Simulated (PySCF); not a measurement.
# Radial density of Li⁺ (lithium, charge +1)

r2SCAN, 1s2, closed-shell 1S. Computed with PySCF 2.14 in aug-cc-pVDZ (4s3p2d, 23 functions), with the non-relativistic Hamiltonian (point nucleus).

| r (bohr) | 4πr²ρ (e/bohr) |
| --- | --- |
| 0.00703 | 0.008002 |
| 0.0118 | 0.02224 |
| 0.0199 | 0.06026 |
| 0.0334 | 0.1566 |
| 0.0562 | 0.3877 |
| 0.0946 | 0.8740 |
| 0.159 | 1.702 |
| 0.268 | 2.593 |
| 0.450 | 2.682 |
| 0.757 | 1.500 |
| 1.27 | 0.3118 |
| 2.14 | 0.01350 |
| 3.60 | 8.235e-05 |
